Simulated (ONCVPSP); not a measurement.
**hafnium (Hf): one change to an ONCV potential, before and after**

ONCVPSP 4.0.1 input, shortened (lines: element, Z, core and valence counts, functional; n l f; lmax; l rc ep ncon nbas qcut; lloc lpopt rc5 dvloc0; l nproj debl; icmod fcfact rcfact), PBE, scalar-relativistic:

```
  Hf 72.00   10    4        4      upf
    1    0    2.00
    2    0    2.00
    2    1    6.00
    3    0    2.00
    3    1    6.00
    3    2   10.00
    4    0    2.00
    4    1    6.00
    4    2   10.00
    4    3   14.00
    5    0    2.00
    5    1    6.00
    5    2    2.50
    6    0    1.50
    2
    0    2.05    0.00    4    7    5.10
    1    2.00    0.00    5    9    6.80
    2    2.95    0.00    3    7    5.40
    4    5    1.95    6.00
    0    2    1.60
    1    2    2.90
    2    2    1.70
    3    5.75    1.25
```

Change: all radii but the core radius scaled by about 0.88 (s 1.80, p 1.76, d 2.60 bohr); local potential polynomial inside 1.72 bohr (lpopt 5, dvloc0 6 Ha).

Cutoffs: the cutoffs (Ha) at which the residual kinetic energy of the hardest occupied pseudo-wave falls to 1 and 0.1 mHa per electron; they do not see the model core or the augmentation charge, which bear on the density cutoff. Errors are all-electron minus pseudo energies relative to the spin-unpolarised reference configuration.

Q: Predict the effect on cutoff, ghosts and configuration errors.

A: The potential gets harder (14 Ha and 19 Ha → 19 Ha and 35 Ha); of the 4 tests that both files solve, the error grows in 2 and shrinks in 1 by more than 15 % and 0.3 meV (median size 2.0 → 1.8 meV); neither file shows a bound ghost. A smaller radius makes the pseudo-wave follow the all-electron one further in, where it bends more sharply, so more plane waves are needed.

```tsv
quantity	base	changed
cutoff, loose	14 Ha	19 Ha
cutoff, tight	19 Ha	35 Ha
loose cutoff by channel	s 9.0 Ha, p 14 Ha, d 9.0 Ha	s 12 Ha, p 19 Ha, d 9.8 Ha
bound ghosts	none	none
GHOST(+) flags under 300 eV	none	none
error for 5s2 5p6 5d2 6s2, meV [ΔE -1.26 eV]	+3.0	+2.0
error for 5s2 5p6 5d2 6s1, meV [ΔE 6.72 eV]	+0.1	-0.3
error for 5s2 5p6 5d2 6s0, meV [ΔE 20.90 eV]	+5.5	+8.0
error for 5s2 5p6 5d3 6s1, meV [ΔE 1.34 eV]	-1.0	-1.7
rms error of d²Exc/dni dnj with the model core, mHa	0.80	0.72
```
